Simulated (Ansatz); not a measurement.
`N[Si]Br` + H₂ → `N[SiH]` + HBr at 298.15 K and 1 bar (hydrogenolysis of the Si–Br bond).

Calculated with Ansatz (gas phase, PBE0-D4/def2-TZVP geometries, no zero-point term in ΔE). CBS: MP2 limit from def2 TZ/QZ plus the TZ coupled-cluster correction, frozen cores. This one scheme is used for every species. For Br outer-core shells are correlated without core-valence functions, which leaves a few kJ/mol of doubt a bond. Scalar relativity is left out up to krypton. One conformer a species, not always the lowest.

```json
{"species": "`N[Si]Br`", "CCSD(T)/CBS energy (Eh)": "-2918.35423", "H − E (kJ/mol)": "86.0", "S (J/(mol·K))": "293.9"}
{"species": "H₂", "CCSD(T)/CBS energy (Eh)": "-1.17544", "H − E (kJ/mol)": "35.1", "S (J/(mol·K))": "130.4"}
{"species": "`N[SiH]`", "CCSD(T)/CBS energy (Eh)": "-345.56329", "H − E (kJ/mol)": "99.2", "S (J/(mol·K))": "245.4"}
{"species": "HBr", "CCSD(T)/CBS energy (Eh)": "-2573.91920", "H − E (kJ/mol)": "24.6", "S (J/(mol·K))": "198.6"}
```

H − E and S are ideal-gas, rigid-rotor, harmonic terms from PBE0-D4/def2-TZVP, for one conformer and one mirror image of each species. The MP2-based limit puts H₂ 0.8 mEh under its directly extrapolated value; such offsets cancel only in part. 1 Eh = 2625.50 kJ/mol, R = 8.31446 J/(mol·K).

**Question.** By hand: ΔE, ΔH, ΔS and ΔG.

**Answer.** ΔE = (-345.56329) + (-2573.91920) − (-2918.35423) − (-1.17544) = 0.04718 Eh = 123.9 kJ/mol. Δ(H − E) = 99.2 + 24.6 − 86.0 − 35.1 = 2.7, so ΔH = 126.6 kJ/mol. ΔS = 245.4 + 198.6 − 293.9 − 130.4 = 19.7 J/(mol·K). ΔG = 126.6 − 298.15 × (19.7)/1000 = 120.7 kJ/mol.

**Question.** By hand: the equilibrium constant, and the temperature at which ΔG would vanish if ΔH and ΔS stayed fixed.

**Answer.** log₁₀ K = −ΔG/(RT ln 10) = -21.1. ΔG = 0 at ΔH/ΔS = 6426 K, far beyond where these terms or the molecules hold.

ΔH outweighs TΔS. A doubt of 5 kJ/mol in ΔE shifts log₁₀ K by 0.9 here. Other conformers and mirror images would add mixing entropy, several J/(mol·K) or more a flexible species. These are equilibria of isolated gas molecules and say nothing of rates. Largest T1 diagnostic: 0.015 (customary marks: 0.02 for closed shells, 0.045 for open ones).
